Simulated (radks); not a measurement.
Results of a calculation; reference values are marked as such.
Charge is removed step by step from the 1s down level of He, starting from 1s(up 1, down 1). Level of theory: non-relativistic Kohn-Sham, r2SCAN, spin-polarised, spherical densities, point nucleus; meta-GGA in the generalised Kohn-Sham scheme (a radial shooting solver on a logarithmic mesh with Libxc functionals).

removed (e)  E - E(0) (eV)  eigenvalue (eV)
0                    0.000          -16.537
0.1                  1.739          -18.254
0.2                  3.651          -19.983
0.3                  5.736          -21.710
0.4                  7.993          -23.416
0.5                 10.418          -25.073
0.6                 13.004          -26.641
0.7                 15.741          -28.059
0.8                 18.609          -29.259
0.9                 21.586          -30.273

The mean slope of the eigenvalue, de/dn, is 15.3 eV per electron.
